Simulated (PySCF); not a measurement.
Zn(H)(SiH3) (H4SiZn), SMILES [SiH3][ZnH]. The structure is a stationary point at B3LYP-D3(BJ)/def2-TZVP.

Computed equilibrium geometry at B3LYP-D3(BJ)/def2-TZVP (PySCF confirms it by a frequency run) as a Z-matrix, and its point group:
point group C3v.
```
Si
H 1 1.4873
H 1 1.4873 2 107.00
H 1 1.4873 2 107.00 3 114.41
Zn 1 2.3869 2 111.84 3 -122.79
H 5 1.5575 2 154.85 1 -180.00
```
Charge 0, spin multiplicity 1.
